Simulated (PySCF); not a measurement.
A structure optimised at PBE-D3(BJ)/def2-SVP, used in a PySCF frequency run:

```
Si
O 1 1.6828
C 2 1.4122 1 122.80
H 3 1.1097 2 108.78 1 178.04
H 3 1.1159 4 107.69 2 -122.08
H 3 1.1160 4 107.70 5 -115.84
N 1 1.7361 2 109.95 3 -177.87
H 7 1.0254 1 115.21 2 -85.52
Si 7 1.7571 8 116.14 1 -168.03
H 9 1.5019 7 106.61 8 -175.84
H 1 1.5050 2 109.22 3 -58.65
H 9 1.5066 10 109.84 7 -119.82
H 1 1.5069 11 111.09 2 -120.80
H 9 1.5078 10 109.02 12 -117.31
```

Write its SMILES and formula.

CO[SiH2]N[SiH3], CH9NOSi2

What are its rotational constants (standard atomic weights)?

7.8588, 1.3017, 1.2005 GHz
